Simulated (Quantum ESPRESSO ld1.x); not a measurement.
Question: The mean radii <r> (bohr) of the occupied orbitals of an atom or ion are listed with their occupations. All-electron calculation, scalar-relativistic Kohn-Sham, LDA (Slater exchange, VWN5 correlation), spin-polarised, spherical densities, point nucleus. Program: ld1.x of Quantum ESPRESSO 7.5.

orbital  occ.      <r>
1s down     1  0.01835
1s up       1  0.01835
2s up       1  0.07761
2s down     1  0.07761
2p up       3  0.06946
2p down     3  0.06946
3s up       1   0.2011
3s down     1   0.2010
3p up       3   0.2013
3p down     3   0.2011
3d up       5   0.1823
3d down     5   0.1821
4s up       1   0.4402
4s down     1   0.4406
4p up       3   0.4633
4p down     3   0.4640
4d up       5   0.4824
4d down     5   0.4835
4f up       7   0.4909
4f down     1   0.4935

Name the element and its charge. Open shells, if any, are filled with parallel spins first.

Answer: Z = 74, tungsten, charge +20: W20+ in [Kr] 4d10 4f8. The 1s radius gives Z: for a bare nucleus <r> = (2 gamma + 1)/(2Z) with gamma = sqrt(1 - (Z/c)^2), 0.01813 bohr for Z = 74, and screening makes it slightly larger (0.01835 here). The occupations add up to 54, and the charge is Z minus that.
